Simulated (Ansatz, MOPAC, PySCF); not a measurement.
Molecule: dimethylborinic acid, C$_{2}$H$_{7}$BO, charge 0, multiplicity 1. SMILES: CB(C)O
Geometry: optimised at B3LYP-D3(BJ)/def2-TZVP (Ansatz, an electronic-structure program).

Quantity: size of the dipole moment, in D. Terms: non-relativistic; six Cartesian d functions in 6-31G* and its kin unless marked 5d; 6-311+G** with 5d; no dispersion term unless named; no spin-orbit coupling. Ab initio and DFT rows: single points at B3LYP-D3(BJ) geometries (Ansatz). Semi-empirical rows: dipoles at the shared geometry.

```
level               program  size of the dipole moment (D)
------------------  -------  -----------------------------
AM1                   MOPAC                           1.28
PBE/STO-3G           Ansatz                           1.43
PBE/3-21G            Ansatz                           1.62
BP86/def2-SVP         PySCF                           1.41
B3LYP/6-31G          Ansatz                           1.75
B3LYP/def2-SVP       Ansatz                           1.45
B3LYP/6-311+G**      Ansatz                           1.49
PBE0/6-311+G**       Ansatz                           1.50
M06-2X/6-31G* (5d)    PySCF                           1.49
```

No value to compare with is used here. The 9 habitual levels span 1.28 (AM1) to 1.75 D (B3LYP/6-31G).

The levels are drawn from those run, B3LYP/6-31G* more often than the rest, none by its result; left out are runs that failed, that the program found above a lower state of the same kind, or whose <S^2> lies over 0.5 above the pure value.
